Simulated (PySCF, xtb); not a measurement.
4-fluoro-1,3-dioxole (C3H3FO2), SMILES O1COC(F)=C1.

GFN2-xTB (xtb) at its own geometry gives an orbital gap of 4.48 eV and a dipole moment of 1.49 D.

Geometry: B3LYP-D3(BJ)/def2-SVP. The geometry has at least one imaginary mode, so it is a saddle point at that level. Other conformers were not sampled.

Q: What does M06-2X/def2-TZVP (PySCF) give? (Estimate from the structure and the level; the computed values follow.)

A: gap 9.30 eV (levels -7.24 and 2.07 eV), dipole 1.02 D.
